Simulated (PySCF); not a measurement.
Compound: 2-chloro-6-fluorotoluene, C7H6ClF.
Structure used (PBE0-D3(BJ)/def2-SVP), in Å, numbered top down from 1:
```xyz
15
C7H6ClF angstrom
C      2.2300   -0.2191    0.0127
C      0.7640    0.0743    0.0373
C     -0.1789   -0.9297    0.2763
F      0.2578   -2.1737    0.4864
C     -1.5480   -0.6984    0.3064
C     -2.0156    0.5944    0.0896
C     -1.1207    1.6327   -0.1526
C      0.2457    1.3601   -0.1752
Cl     1.3507    2.6624   -0.4789
H      2.4196   -1.2827    0.1977
H      2.7585    0.3737    0.7751
H      2.6655    0.0555   -0.9604
H     -2.2222   -1.5341    0.4988
H     -3.0886    0.7963    0.1092
H     -1.4673    2.6523   -0.3247
```

Method: TDDFT PBE0/def2-SVPD, vertical, gas phase, core orbitals frozen in the response in PySCF.

Transition dipole moments from the ground state, in atomic units and in the frame of the coordinates above (overall signs are arbitrary), for the states with f of 0.002 or more among the lowest 6:

```
state  E (eV)      μx      μy      μz
   S1   5.231  -0.209  -0.047   0.020
   S2   5.842   0.186   0.558  -0.115
   S4   6.591  -1.575   0.607  -0.029
   S6   6.707   1.024   1.506  -0.337
```

Question: Work out the oscillator strengths.

Answer: f = (2/3) ΔE |μ|² with ΔE in hartree (27.2114 eV).

```tsv
state	|μ|² (au)	|μ| (D)	f
S1	0.046	0.55	0.006
S2	0.359	1.52	0.051
S4	2.850	4.29	0.460
S6	3.431	4.71	0.564
```

Question: Label these states by symmetry in Cs.

Answer: The ground state is totally symmetric, so the direction of μ fixes the label. Polarised in the mirror plane, so A′: S1, S2, S4 and S6.

Question: What angle do the transition dipoles of S2 and S6 make?

Answer: |cos θ| = |μa·μb| / (|μa| |μb|) = 0.96, so θ ≈ 15° (taken between 0 and 90°, since the signs are arbitrary).

Question: How is the summed strength of these states shared among x, y and z?

Answer: (2/3) Σ ΔE μα² gives 0.583 for x, 0.477 for y and 0.021 for z, 1.081 in all.

Question: What peak molar absorption coefficient would the strongest computed level give as a lone Gaussian band 0.5 eV wide at half height?

Answer: ε(max) = 2.175×10⁸ f / FWHM, with the width in cm⁻¹. S6: 2.175×10⁸ × 0.5637 / 4033 ≈ 30000 L mol⁻¹ cm⁻¹.

Cost: about 70 s of CPU time on one thread; the machine was shared, so the figure is rough.
